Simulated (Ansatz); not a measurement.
Relaxation of BClGeH$_{5}$NO (10 atoms, charge 0, multiplicity 1), to a largest force component of 0.015 eV/Å in at most 40 steps.

Computed with RHF/def2-SVP in Ansatz.

```xyz
10
Properties=species:S:1:pos:R:3:forces:R:3
N -0.701 1.557 0.652 -1.82 -0.21 1.55
B -0.791 0.078 0.616 -0.71 -0.38 -2.19
Cl -0.837 -0.866 2.187 -0.04 0.30 -1.09
O -0.828 -0.615 -0.662 -0.68 1.80 4.35
Ge 0.786 -0.948 -1.198 2.43 -0.60 -0.64
H 0.121 1.893 1.146 -0.34 -0.21 -0.18
H -1.531 1.922 1.224 1.98 -0.76 -1.36
H 0.805 -1.665 -2.548 -0.25 -0.01 0.09
H 1.510 -1.810 -0.090 -0.39 0.36 -0.57
H 1.548 0.402 -1.323 -0.19 -0.29 0.03
```

Q: Where does it end, and by what steps?

A: The run converged. After 18 steps the energy has fallen by 1.624 eV; Cl3 moved furthest, 1.31 Å.

```
step  energy less start (eV)  largest force component (eV/Å)  accepted
   0                  0.0000                           4.355       yes
   1                 -0.5356                           2.183       yes
   2                 -0.6653                           1.527       yes
   3                 -0.7564                           0.769       yes
   4                 -0.8400                           0.477       yes
   5                 -0.9423                           0.428       yes
   6                 -1.0657                           0.931       yes
   7                 -1.1810                           1.827       yes
   8                 -1.4472                           0.849       yes
   9                 -1.5852                           0.728       yes
  10                 -1.6071                           0.158       yes
  11                 -1.6025                           0.879        no
  12                 -1.6157                           0.226       yes
  13                 -1.6217                           0.038       yes
  14                 -1.6216                           0.160        no
  15                 -1.6227                           0.060       yes
  16                 -1.6239                           0.020       yes
  17                 -1.6239                           0.039       yes
  18                 -1.6242                           0.003       yes
```

```xyz
10
Properties=species:S:1:pos:R:3
N -0.651 1.376 0.908
B -0.875 -0.007 0.867
Cl -2.120 -0.674 1.988
O -0.236 -0.867 0.061
Ge 1.029 -0.915 -1.174
H 0.010 1.842 0.324
H -1.154 1.978 1.525
H 0.425 -1.588 -2.404
H 2.193 -1.718 -0.599
H 1.462 0.522 -1.493
```

Time of the run: 21 s on 2 threads of AMD EPYC 9R45 96-Core Processor (Zen 5) (shared host), peak memory 0.3 GiB.
